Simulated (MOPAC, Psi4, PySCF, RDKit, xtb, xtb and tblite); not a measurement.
Two geometries of C8H8O2, SMILES Cc1ccccc1C(=O)O, relaxed at GFN2-xTB with one dihedral held; other torsions can differ between them too.

Structure A

```
18

C      0.8966    -1.9859    -0.1766
C     -0.0533    -0.8439    -0.0359
C     -1.4122    -1.0993     0.1090
C     -2.3335    -0.0777     0.2454
C     -1.9093     1.2417     0.2404
C     -0.5670     1.5219     0.0958
C      0.3721     0.4963    -0.0410
C      1.7970     0.8511    -0.1975
O      2.7058     0.0728    -0.3308
O      2.0437     2.1872    -0.0202
H      0.3678    -2.9341    -0.1147
H      1.6575    -1.9463     0.6005
H      1.4216    -1.9304    -1.1287
H     -1.7528    -2.1249     0.1157
H     -3.3826    -0.3100     0.3561
H     -2.6226     2.0449     0.3474
H     -0.2240     2.5448     0.0950
H      2.5260     2.5570    -0.7674
```

Structure B

```
18

C      0.9164    -1.9212    -0.2495
C     -0.0608    -0.8087    -0.0573
C     -1.4206    -1.0873     0.0204
C     -2.3559    -0.0871     0.2128
C     -1.9455     1.2304     0.3314
C     -0.6015     1.5334     0.2398
C      0.3476     0.5294     0.0429
C      1.7877     0.9022    -0.0206
O      2.6976     0.1875     0.2952
O      2.0392     2.1480    -0.4986
H      0.3993    -2.8527    -0.4664
H      1.5138    -2.0481     0.6517
H      1.6107    -1.6992    -1.0573
H     -1.7497    -2.1128    -0.0658
H     -3.4049    -0.3351     0.2758
H     -2.6675     2.0161     0.4944
H     -0.2801     2.5596     0.3572
H      1.3635     2.4430    -1.1207
```

Q: Which is lower in energy at the level PBE0-D3(BJ)/def2-SVP // GFN2-xTB (Psi4), and by how much?

A: B is lower, by 1.60 kcal/mol (dihedral O9–C8–O10–H18: 60° in A, 150° in B).

E(B) − E(A) in kcal/mol at the other levels, on the same two geometries: GFN2-xTB (xtb and tblite) -0.67; MMFF94 // GFN2-xTB (RDKit) -0.18; PBE0/def2-SVP // GFN2-xTB (Psi4) -1.49; PBE/def2-SVP // GFN2-xTB (Psi4) -1.83; PBE-D3(BJ)/def2-SVP // GFN2-xTB (Psi4) -1.97; UFF // GFN2-xTB (RDKit) -3.94; PM7, restricted, heats of formation // GFN2-xTB (MOPAC) 1.40; AM1, restricted, heats of formation // GFN2-xTB (MOPAC) 0.55; GFN1-xTB // GFN2-xTB (xtb) 1.13; restricted B3LYP/6-31G*, spherical d, density fitting // GFN2-xTB (PySCF) -1.44; restricted Hartree-Fock/STO-3G // GFN2-xTB (PySCF) 0.23; restricted MP2 (frozen core)/6-31G*, spherical d // GFN2-xTB (PySCF) -1.92.
